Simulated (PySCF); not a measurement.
## Kr (krypton, neutral): UHF calculation

Configuration: [Kr], closed-shell 1S. Computed with PySCF 2.14 in cc-pVDZ-DK, with the spin-free X2C one-electron Hamiltonian (Gaussian nucleus).

* Total energy: -2788.052759 hartree
* One-electron energy: -3876.4724 hartree
* Hartree (Coulomb) energy: 1183.9667 hartree
* Exchange energy: -95.5471 hartree
* ⟨S²⟩: 0.0000
* ⟨L²⟩: 0.000
* Sum of ⟨r⟩: 26.03 bohr
* Sum of ⟨r²⟩: 38.69 bohr²
* Langevin diamagnetic susceptibility: -30.6 ×10⁻⁶ cm³/mol
* Time after the integrals: 0.05 s of wall time on 1 thread of Neoverse-V1 (shared host)

```tsv
shell	electrons	mean orbital energy (eV)	rms radius, mean of both spins (bohr)
1s	2	-14403.3	0.0478
2s	2	-1960.5	0.199
2p	6	-1728.4	0.177
3s	2	-305.27	0.565
3p	6	-228.87	0.581
3d	10	-101.81	0.613
4s	2	-32.223	1.71
4p	6	-14.134	2.09
```

Densities and radii are taken from the X2C orbitals without a picture-change correction, which distorts them close to the nucleus.
